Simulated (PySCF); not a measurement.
## What went wrong, or what changed?

The sound run of [La(NH2)4]− (singlet) uses PySCF 2.14.0, RKS TPSS, La lcecp-1-SVP with ECP46, N def2-SVP, H def2-SVP; non-relativistic Hamiltonian with scalar-relativistic core potentials where named; density fitting; no spin-orbit coupling, grid (50, 194), threshold 1e-8 and 55 cycles at the relaxed geometry. This run, with dm0 from free metal ions and neutral atoms, differs:

```python
mol = gto.M(atom='''
La     0.00004     0.00000     0.00000
N      1.43944     1.31232     1.40773
H      1.43818     1.49651     2.42111
H      2.30842     1.75243     1.06752
N     -1.43934    -1.40771     1.31231
H     -2.30828    -1.06715     1.75269
H     -1.43844    -2.42099     1.49652
N      1.43944    -1.31232    -1.40773
H      2.30842    -1.75243    -1.06752
H      1.43818    -1.49651    -2.42111
N     -1.43934     1.40771    -1.31231
H     -1.43844     2.42099    -1.49652
H     -2.30828     1.06715    -1.75269''',
    basis={'La': 'lcecp-1-SVP', 'N': 'def2-SVP', 'H': 'def2-SVP'},
    ecp={'La': 'lcecp-1-SVP'},
    charge=-4, spin=0)
mf = dft.RKS(mol, xc='TPSS')
mf.grids.atom_grid = (50, 194)  # f atoms: unpruned, at least (60, 302)
mf = mf.density_fit()  # fitting sets: La AutoAux, N def2-universal-JKFIT, H def2-universal-JKFIT
mf.conv_tol = 1e-08; mf.max_cycle = 68
mf.kernel(dm0)
```

**Question.** What was changed, and how did it end?

**Answer.** The charge was changed. The program refused it. The cycle limit differs too. These settings are unsound on purpose: the numbers aren't the compound's.
```
RuntimeError: Electron number 51 and spin 0 are not consistent
Note mol.spin = 2S = Nalpha - Nbeta, not 2S+1
```

Run from Python with OMP_NUM_THREADS=2; the lines above give its settings.

No frequency check is given that shows the relaxed geometry to be a minimum.
